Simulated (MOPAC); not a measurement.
MOPAC input (PM7):

```
PM7 1SCF CHARGE=-1 GEO-OK AUX(PRECISION=9) THREADS=1
CH5BNO2

C     1.93268500 1    0.37568400 1   -0.26798100 1
N     0.60727100 1    0.82963300 1    0.00873100 1
B    -0.44403800 1   -0.03601400 1    0.06813800 1
O    -0.42921500 1   -1.45718000 1   -0.11989700 1
O    -1.78034100 1    0.42726500 1    0.34785400 1
H     2.65036700 1    0.62382100 1    0.54220500 1
H     2.03549100 1   -0.71764800 1   -0.42763400 1
H     2.36893500 1    0.84787700 1   -1.17338700 1
H    -1.33015700 1   -1.77462100 1   -0.01356000 1
H    -1.67500900 1    1.37842600 1    0.45479600 1
```

From the output:

```
                                                       MOPAC v23.2.5 Linux

          FINAL HEAT OF FORMATION =       -178.39056 KCAL/MOL =    -746.38611 KJ/MOL

          COSMO AREA              =        109.05 SQUARE ANGSTROMS
          COSMO VOLUME            =         91.98 CUBIC ANGSTROMS

          IONIZATION POTENTIAL    =          3.058779 EV
          HOMO LUMO ENERGIES (EV) =         -3.059  6.448
          NO. OF FILLED LEVELS    =         15
          MOLECULAR WEIGHT        =         73.8660         POINT GROUP:  Cs

          MOLECULAR DIMENSIONS (Angstroms)

            Atom       Atom       Distance
            H     9    H     8     4.68038
            H    10    H     7     3.87717
            H     6    H     8     1.71374

          SCF CALCULATIONS        =          1

   ATOM   CHEMICAL          X               Y               Z
  NUMBER   SYMBOL      (ANGSTROMS)     (ANGSTROMS)     (ANGSTROMS)

     1       C          1.93268500  *   0.37568400  *  -0.26798100  *
     2       N          0.60727100  *   0.82963300  *   0.00873100  *
     3       B         -0.44403800  *  -0.03601400  *   0.06813800  *
     4       O         -0.42921500  *  -1.45718000  *  -0.11989700  *
     5       O         -1.78034100  *   0.42726500  *   0.34785400  *
     6       H          2.65036700  *   0.62382100  *   0.54220500  *
     7       H          2.03549100  *  -0.71764800  *  -0.42763400  *
     8       H          2.36893500  *   0.84787700  *  -1.17338700  *
     9       H         -1.33015700  *  -1.77462100  *  -0.01356000  *
    10       H         -1.67500900  *   1.37842600  *   0.45479600  *

                             CARTESIAN COORDINATES

   1    C        1.932685000     0.375684000    -0.267981000
   2    N        0.607271000     0.829633000     0.008731000
   3    B       -0.444038000    -0.036014000     0.068138000
   4    O       -0.429215000    -1.457180000    -0.119897000
   5    O       -1.780341000     0.427265000     0.347854000
   6    H        2.650367000     0.623821000     0.542205000
   7    H        2.035491000    -0.717648000    -0.427634000
   8    H        2.368935000     0.847877000    -1.173387000
   9    H       -1.330157000    -1.774621000    -0.013560000
  10    H       -1.675009000     1.378426000     0.454796000

           Empirical Formula: C H5 N O2 B  =    10 atoms

      MOLECULAR POINT GROUP   :   Cs

                  EIGENVALUES
 -26.93687 -22.83292 -22.66265 -18.07582 -11.41634 -11.13938 -10.10217  -9.54521
  -8.92307  -7.46251  -7.42775  -6.51424  -5.73864  -3.75946  -3.05878   6.44791
   8.02804   8.89342   9.83464  10.29561  10.39566  11.06560  11.53644  11.67773
  12.86529

              NET ATOMIC CHARGES AND DIPOLE CONTRIBUTIONS

  ATOM NO.   TYPE          CHARGE      No. of ELECS.   s-Pop       p-Pop
    1          C          -0.195156        4.1952     1.03981     3.15535
    2          N          -0.582111        5.5821     1.73815     3.84396
    3          B           0.156563        2.8434     0.61487     2.22857
    4          O          -0.619330        6.6193     1.79982     4.81951
    5          O          -0.642173        6.6422     1.81388     4.82829
    6          H           0.086687        0.9133     0.91331
    7          H           0.097958        0.9020     0.90204
    8          H           0.086687        0.9133     0.91331
    9          H           0.299283        0.7007     0.70072
   10          H           0.311591        0.6884     0.68841
 DIPOLE           X         Y         Z       TOTAL
 POINT-CHG.     1.270     0.081    -0.198     1.288
 HYBRID        -0.338    -0.680    -0.033     0.761
 SUM            0.932    -0.600    -0.231     1.132

          ATOMIC ORBITAL ELECTRON POPULATIONS

     Atom    s        px        py        pz
    1  C   1.03981   0.96490   1.09855   1.09189
    2  N   1.73815   1.06885   1.46632   1.30878
    3  B   0.61487   0.74064   0.64201   0.84591
    4  O   1.79982   1.42514   1.49679   1.89758
    5  O   1.81388   1.55389   1.37645   1.89796
    6  H   0.91331
    7  H   0.90204
    8  H   0.91331
    9  H   0.70072
   10  H   0.68841

 **********************
 *                    *
 * JOB ENDED NORMALLY *
 *                    *
 **********************

 == MOPAC DONE ==
```

The dipole moment of an ion depends on the origin.

The geometry given is a B3LYP-D3(BJ)/def2-TZVP minimum.
